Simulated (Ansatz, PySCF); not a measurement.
The same groups moved round the core (benzothiophene boryl+vinyl). All species are isolated molecules in the gas phase. One relaxed conformer stands for each flexible species; it need not be the lowest. Strings in code marks are SMILES.

Quantity: electronic energy of isomers of C10H9BS relative to `Bc1cc2ccc(C=C)cc2s1`, in eV. The restricted reference of `Bc1c(C=C)ccc2sccc12`, `Bc1cc(C=C)c2sccc2c1`, `Bc1cc(C=C)cc2ccsc12`, `Bc1cc2c(C=C)cccc2s1`, `Bc1cc2cc(C=C)ccc2s1`, `Bc1cc2ccc(C=C)cc2s1`, `Bc1cc2cccc(C=C)c2s1`, `Bc1cc2ccsc2cc1C=C` and `Bc1ccc(C=C)c2ccsc12` is unstable towards unrestricted orbitals.

Level 1: TPSSh-D3(BJ)/def2-TZVP // B3LYP-D3(BJ)/def2-SVP (PySCF)
Level 2: frozen-core MP2/cc-pVDZ // B3LYP-D3(BJ)/def2-SVP (Ansatz, a program for electronic structure)
Level 3: B3LYP/LANL2DZ // B3LYP-D3(BJ)/def2-SVP (PySCF)
Level 4: PBE/6-31G* // B3LYP-D3(BJ)/def2-SVP (PySCF)

```json
[
 {"species": "`Bc1cc2cccc(C=C)c2s1`", "level 2": "0.006", "level 3": "0.056", "level 4": "0.044"},
 {"species": "`Bc1cc2ccsc2cc1C=C`", "level 2": "0.312", "level 3": "0.416", "level 4": "0.362"},
 {"species": "`Bc1ccc(C=C)c2ccsc12`", "level 2": "0.183", "level 3": "0.264", "level 4": "0.238"},
 {"species": "`Bc1c(C=C)ccc2sccc12`", "level 2": "0.322", "level 3": "0.46", "level 4": "0.389"},
 {"species": "`Bc1cc(C=C)cc2ccsc12`", "level 2": "0.204", "level 3": "0.250", "level 4": "0.248"},
 {"species": "`Bc1cc2c(C=C)cccc2s1`", "level 2": "0.024", "level 3": "0.072", "level 4": "0.059"},
 {"species": "`Bc1cc2cc(C=C)ccc2s1`", "level 2": "0.013", "level 3": "0.019", "level 4": "0.023"},
 {"species": "`Bc1cc(C=C)c2sccc2c1`", "level 2": "0.192", "level 3": "0.259", "level 4": "0.258"}
]
```

Q: What does level 1 give for each, and how far do the other levels lie from it on average?

A: 
- `Bc1cc2cccc(C=C)c2s1`: 0.028
- `Bc1cc2ccsc2cc1C=C`: 0.347
- `Bc1ccc(C=C)c2ccsc12`: 0.222
- `Bc1c(C=C)ccc2sccc12`: 0.367
- `Bc1cc(C=C)cc2ccsc12`: 0.241
- `Bc1cc2c(C=C)cccc2s1`: 0.047
- `Bc1cc2cc(C=C)ccc2s1`: 0.020
- `Bc1cc(C=C)c2sccc2c1`: 0.239
Mean absolute difference from level 1, which has limits of its own, over these rows (drawn at random from the members that have all these levels): level 2 0.032 eV, level 3 0.035 eV, level 4 0.014 eV.
